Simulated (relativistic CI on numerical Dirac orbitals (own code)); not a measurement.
# Ni²⁺ in a cubic cluster: 2p photoemission with charge transfer

Computed with a charge-transfer multiplet model of a cubic metal-ligand cluster with up to 2 ligand holes, Slater and spin-orbit integrals from Dirac-Coulomb-Breit ions, Slater integrals scaled by 0.8. The ground state mixes d8 with configurations of k ligand holes L, whose averages lie at kΔ + k(k − 1)U_dd/2; a core hole lowers each added d electron by U_cd. 300 K, Lorentzian 0.6 eV and Gaussian 0.8 eV FWHM.

Atomic integrals in eV (Slater integrals scaled, ζ unscaled), ground: F2dd 9.736, F4dd 6.042, zeta_d 0.080; with the core hole: F2dd 11.178, F4dd 6.982, zeta_d 0.114, zeta_core 11.406, F2cd 6.704, G1cd 5.115, G3cd 2.909.

Cluster parameters (eV): U_dd = 7.4, U_cd = 8.9, 10Dq = 0.6, 10Dq(ligand) = 1.5, V(eg) = 1.85, V(t2g) = -0.97, final-state hopping factor = 1.

Weights, n_d and S are thermal averages at 300 K. Binding energies count from the first peak over 30 % of the highest in each spectrum, which can be another peak from case to case. The parameters are a model scan and need not match a compound or its usual spin state. Peaks in eV (height, largest 100): 0.0 (100), 5.5 (49), 11.0 (23), 11.7 (24), 14.3 (11), 17.3 (47), 22.5 (34), 29.1 (22).

(1) Which parameters give this spectrum?
A. Δ = 1 eV
B. Δ = 4 eV
C. Δ = 5 eV
D. Δ = 7 eV
E. Δ = 3 eV

## Answers

(1) A. Δ = 1 eV; the ground state then has 8.43 d electrons and S = 1.00. The choice follows from running the model for each set and comparing peak positions and heights.
